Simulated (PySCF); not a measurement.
Al(H)2(Me)(py), C6H10AlN, singlet, GFN2-xTB optimised geometry.

```
18

Al    -2.08     0.04     0.00
H     -2.23    -0.82     1.31
H     -2.23    -0.82    -1.31
C     -2.60     1.98     0.00
H     -2.28     2.55     0.88
H     -3.69     2.06    -0.01
H     -2.26     2.55    -0.87
C      2.63    -0.48     0.01
C      1.71    -1.52     0.00
C      0.37    -1.21    -0.01
N     -0.07     0.04     0.00
C      0.80     1.04     0.01
C      2.17     0.83     0.02
H      3.69    -0.68     0.01
H      2.04    -2.55    -0.01
H     -0.42    -1.95    -0.02
H      0.37     2.03     0.02
H      2.85     1.66     0.03
```

Density from PBE0/def2-SVP in PySCF at that geometry.

Minimum of the electron density along straight lines between bonded atoms, close to the bond critical point (lines longer than 1.1 times the sum of covalent radii, or with two minima, are not listed):

```tsv
bond	length / Å	ρ at the minimum / e bohr⁻³	∇²ρ there / e bohr⁻⁵	position (fraction from the first atom)
Al1–H2	1.576	0.079	0.28	0.50
Al1–H3	1.575	0.079	0.27	0.50
Al1–C4	2.002	0.076	0.31	0.40
C4–H5	1.098	0.261	-0.88	0.62
C4–H6	1.098	0.262	-0.88	0.62
C4–H7	1.098	0.261	-0.88	0.62
C8–C9	1.389	0.311	-0.80	0.50
C9–C10	1.382	0.316	-0.82	0.49
Al1–N11	2.015	?	0.33	0.41
C10–N11	1.323	0.345	-0.81	0.34
N11–C12	1.322	0.344	-0.80	0.66
C8–C13	1.386	0.312	-0.80	0.50
C12–C13	1.385	0.314	-0.82	0.51
C8–H14	1.080	0.286	-1.12	0.64
C9–H15	1.078	0.285	-1.11	0.64
C10–H16	1.084	0.290	-1.18	0.66
C12–H17	1.080	0.290	-1.17	0.65
C13–H18	1.078	0.285	-1.11	0.64
```

### Question
Complete the blanks.

### Answer

- Al1–N11, ρ at the minimum / e bohr⁻³: 0.052
